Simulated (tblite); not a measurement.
`C[Si+](C)CC(C)(C)C` (charge +1). Computed geometry: GFN2-xTB, gas phase.

```
atom  x, y, z in Å
C1     2.6148   -1.4150   -0.0087
Si2    1.6055    0.0941    0.4938
C3     2.3611    1.8013    0.2425
C4    -0.1254   -0.0980    1.2145
C5    -1.2736   -0.0994    0.1655
C6    -2.5928   -0.2412    0.9246
C7    -1.1028   -1.2760   -0.7922
C8    -1.2690    1.2125   -0.6153
H9     1.9997   -2.3087   -0.1159
H10    3.3772   -1.6365    0.7374
H11    3.1363   -1.2558   -0.9525
H12    1.6468    2.6027    0.4329
H13    2.7344    1.9290   -0.7735
H14    3.2087    1.9546    0.9096
H15   -0.1890   -1.0320    1.7828
H16   -0.3222    0.7114    1.9254
H17   -2.6189   -1.1662    1.4953
H18   -3.4253   -0.2547    0.2266
H19   -2.7420    0.5914    1.6073
H20   -0.2014   -1.1686   -1.3946
H21   -1.9493   -1.3271   -1.4715
H22   -1.0549   -2.2176   -0.2508
H23   -0.3691    1.3087   -1.2220
H24   -2.1237    1.2485   -1.2851
H25   -1.3359    2.0666    0.0540
```

**Question.** Which two atoms are farthest apart?

**Answer.** H14···H18, 7.03 Å; the next longest distance is 6.96 Å.

**Question.** What is the repulsion energy of the bare nuclei, Σ ZA·ZB/RAB?

**Answer.** 475.75 Eh over 300 pairs, with full nuclear charges and distances in bohr; the largest single term is 23.60 Eh (C1 with Si2, or a pair equal to it).

**Question.** What are the angles Si2–C1–H11, C1–Si2–C3, H13–C3–H14, Si2–C4–H16, C4–C5–C8, H21–C7–H22?

**Answer.** From the scalar product of the two bond vectors; for Si2–C1–H11 it is -0.7604 Å² over 1.8838 × 1.0900 Å², cos θ = -0.3703. Si2–C1–H11 111.7°; C1–Si2–C3 118.4°; H13–C3–H14 106.7°; Si2–C4–H16 109.8°; C4–C5–C8 110.0°; H21–C7–H22 107.8°.

**Question.** How far apart are these pairs, which share no bond: Si2···H16, C4···C6, C4···H17, C5···H22, C6···H15, H16···H21?

**Answer.** Si2···H16 2.479 Å (2 bonds apart); C4···C6 2.488 Å (2 bonds apart); C4···H17 2.727 Å (3 bonds apart); C5···H22 2.170 Å (2 bonds apart); C6···H15 2.672 Å (3 bonds apart); H16···H21 4.283 Å (4 bonds apart).

**Question.** Where is the centre of mass (commonest isotopes), and what is the radius of gyration?

**Answer.** Mass 129.110 u; centre at (0.217, 0.010, 0.225) Å; Rg = √(Σ m r²/M) = 2.229 Å. As Ia + Ib + Ic = 2 Σ m r², the three principal moments sum to 1282.7 u·Å².

**Question.** Give the dihedral angles C3–Si2–C4–H16, C4–C5–C6–H18, C4–Si2–C3–H14.

**Answer.** C3–Si2–C4–H16 -32° (synclinal); C4–C5–C6–H18 180° (antiperiplanar); C4–Si2–C3–H14 113° (anticlinal). Dihedral signs follow IUPAC: positive where, seen along the central bond, the front bond turns clockwise onto the rear one.

Its lowest GFN2-xTB frequency is 15i cm⁻¹, too small to tell a flat minimum from a shallow saddle. 3 starts were optimised and ended at 0.00, 0.01 and 0.13 kcal/mol (GFN2-xTB); the lowest of these is shown.

One conformer stands for the species.
